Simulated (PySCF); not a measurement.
## Calculated properties of [YF6]3-, `[F][Y-3]([F])([F])([F])([F])[F]`

Species: [YF6]3- (charge -3 and singlet state).
Cartesian coordinates in Å at the PBE0-D3(BJ)/def2-SVP level; atoms count from 1:
```xyz
7
YF6 angstrom
Y     -0.0001   -0.0003    0.0000
F     -0.0271   -0.0143    2.2103
F      0.0264    0.0140   -2.2103
F      2.2102    0.0094    0.0282
F     -2.2104   -0.0083   -0.0275
F     -0.0068    2.2101    0.0157
F      0.0078   -2.2107   -0.0163
```

PBE0-D3(BJ)/def2-SVP geometry optimisation, gas phase, def2 core potentials past Kr (PySCF):

| Property | Result |
| --- | --- |
| Point group | Oh |
| Rotational constants A, B, C | 1.362, 1.361, 1.360 GHz |

**PBE0/pcSseg-1 (def2-TZVP on Y) ground state (PySCF)**

| Item | Value |
| --- | --- |
| HOMO energy | 4.98 eV |
| LUMO energy | 11.47 eV |
| HOMO–LUMO gap | 6.49 eV |
| Lowest Mulliken atomic charge | -0.65 e on F2/F3/F4/F5/F6/F7 |
| Highest Mulliken atomic charge | +0.90 e on Y1 |
| Mayer bond orders between heavy atoms | Y1–F2 0.64, Y1–F3 0.64, Y1–F4 0.64, Y1–F5 0.64, Y1–F6 0.64, Y1–F7 0.64 |

Monoisotopic mass to charge of the ion (most abundant isotopes, electron mass counted): 67.6326.

The rotational constants are those of a spherical top; the small spread among constants that symmetry makes equal is optimisation noise. With B = h/(8π²I), that is 505.379 GHz u Å² over I, the principal moments of inertia are 371.1, 371.4 and 371.5 u Å² (most abundant isotopes); the inertial defect Ic − Ia − Ib is -371.0 u Å² (zero for a rigid planar frame, negative otherwise).

Whether so highly charged an anion holds all its electrons in the gas phase wasn't checked; a finite basis holds them in any case. No counter-ion or solvent screens the charge of this multiply charged ion. Atoms past krypton carry effective core potentials; spin–orbit coupling is left out. The geometry's basis has no diffuse functions, a weakness for an anion. The HOMO energy is positive, so at this level the finite basis confines the outermost electrons. No diffuse functions stand in pcSseg-1 (def2-TZVP on Y), which bears on an anion's orbital energies.
